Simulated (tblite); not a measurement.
Compound: C11H5N3S.
Atom-mapped SMILES: `[N:1]#[C:2][C:3]([C:4]#[N:5])=[C:6]([C:7]#[N:8])/[CH:9]=[CH:10]/[c:11]1[cH:12][cH:13][cH:14][s:15]1` (hydrogens: H16 on C9; H17 on C10; H18 on C12; H19 on C13; H20 on C14)

Computed with GFN2-xTB (tblite), gas phase: L-BFGS steps from a force-field or distance-geometry start until the largest atomic force falls under 0.01 eV/Å.

Step 0: E = -1031.4024 eV
```
atom  x, y, z in Å  |  force x, y, z in eV/Å
N1     -5.3822   -0.9845   -0.4615    1.812   1.205   0.068
C2     -4.4052   -0.3581   -0.4136   -0.877  -0.048   0.014
C3     -3.1505    0.3902   -0.3339   -4.023   1.615  -0.428
C4     -3.1810    1.8304   -0.3753   -0.134  -2.245   0.133
N5     -3.2078    2.9656   -0.3784   -0.013   1.199  -0.051
C6     -2.0602   -0.3285   -0.2532    3.088  -1.509   0.250
C7     -2.2481   -1.7662   -0.2387    0.261  -1.278   0.064
N8     -2.3828   -2.9205   -0.2220    0.249   2.206  -0.040
C9     -0.7129    0.2627   -0.1733   -2.854   0.399  -0.158
C10     0.2971   -0.5642   -0.0868    3.581   1.362   0.160
C11     1.6695   -0.0073   -0.0138   -0.422  -0.108   0.023
C12     2.8068   -0.7659    0.0792   -1.819  -2.346  -0.064
C13     3.9528   -0.0623    0.1492    3.917  -0.564   0.189
C14     3.8316    1.2870    0.1013    2.733   0.074   0.256
S15     2.2705    1.7117   -0.0042   -4.004   0.329  -0.293
H16    -0.6016    1.3447   -0.1755   -0.209  -0.304  -0.039
H17     0.1076   -1.6073   -0.0801    0.485  -0.714   0.040
H18     2.7611   -1.8713    0.0961    0.070   0.859  -0.004
H19     4.9517   -0.5453    0.2199   -0.836   0.372  -0.041
H20     4.6785    1.9998    0.1518   -1.005  -0.506  -0.080
```

Step 1: E = -1031.7522 eV
```
atom  x, y, z in Å  |  force x, y, z in eV/Å
N1     -5.3563   -0.9673   -0.4605   -2.994  -1.965  -0.166
C2     -4.4178   -0.3588   -0.4134    3.376   2.812   0.201
C3     -3.2079    0.4133   -0.3400    0.725  -1.876  -0.007
C4     -3.1829    1.7983   -0.3734   -0.489   4.175   0.029
N5     -3.2080    2.9827   -0.3792    0.175  -3.933  -0.010
C6     -2.0161   -0.3501   -0.2496   -2.157   0.607  -0.135
C7     -2.2444   -1.7844   -0.2377    1.266   5.470  -0.020
N8     -2.3793   -2.8890   -0.2225   -0.629  -4.473   0.049
C9     -0.7536    0.2684   -0.1755    0.950  -0.941   0.118
C10     0.3483   -0.5447   -0.0845   -0.518   1.088  -0.095
C11     1.6635   -0.0088   -0.0135    0.610   0.027   0.075
C12     2.7808   -0.7994    0.0783    1.364   1.021   0.091
C13     4.0087   -0.0703    0.1519   -1.429  -0.044  -0.171
C14     3.8707    1.2880    0.1050   -0.799  -1.070   0.034
S15     2.2133    1.7164   -0.0084   -0.786  -0.542  -0.064
H16    -0.6046    1.3403   -0.1761   -0.433  -0.082  -0.052
H17     0.1145   -1.6175   -0.0796    0.827   0.410   0.042
H18     2.7621   -1.8590    0.0960   -0.087  -0.531   0.009
H19     4.9397   -0.5400    0.2194    1.016  -0.558   0.089
H20     4.6641    1.9925    0.1506    0.011   0.407  -0.019
```

**Question.** Estimate the geometry and energy of step 2. (The exact step hangs on the optimiser's Hessian estimate; all steps are aligned on step 1, rigid shifts and turns removed.)

**Answer.** E = -1031.8199 eV, largest force 4.867 eV/Å
```
atom  x, y, z in Å  |  force x, y, z in eV/Å
N1     -5.3751   -0.9795   -0.4617    2.794   1.861   0.132
C2     -4.3910   -0.3333   -0.4115   -3.594  -1.753  -0.175
C3     -3.2204    0.4038   -0.3421    1.755  -0.157   0.054
C4     -3.1881    1.8258   -0.3725   -0.346  -3.297   0.077
N5     -3.2064    2.9524   -0.3795    0.065   2.669  -0.043
C6     -2.0212   -0.3517   -0.2496   -1.807   1.462  -0.133
C7     -2.2315   -1.7405   -0.2376   -0.177  -4.863   0.102
N8     -2.3838   -2.9194   -0.2223    0.576   4.626  -0.067
C9     -0.7585    0.2617   -0.1752    1.223  -0.411   0.119
C10     0.3605   -0.5283   -0.0846   -1.172   0.190  -0.108
C11     1.6670   -0.0091   -0.0127    0.824   0.178   0.078
C12     2.7847   -0.8012    0.0788    1.309   1.015   0.081
C13     4.0142   -0.0734    0.1512   -1.506  -0.129  -0.157
C14     3.8763    1.2786    0.1065   -1.383  -0.615  -0.028
S15     2.1872    1.7130   -0.0104    0.081  -0.656   0.001
H16    -0.6095    1.3381   -0.1767   -0.480  -0.166  -0.051
H17     0.1244   -1.6171   -0.0790    0.894   0.773   0.037
H18     2.7617   -1.8598    0.0961   -0.088  -0.567   0.010
H19     4.9451   -0.5433    0.2200    1.011  -0.562   0.086
H20     4.6595    1.9939    0.1501    0.020   0.403  -0.016
```

The energy changes by -0.0677 eV. The first-order estimate −F·Δx gives -0.9525 eV and the mean of the old and new forces, exact on a quadratic surface, -0.0980 eV. The step makes an angle of 29° with the force vector and moves no atom by more than 0.046 Å.

The cost below is that of the whole relaxation. The run took 1.2 s wall on an Arm Neoverse N1 with one thread, on a shared host.
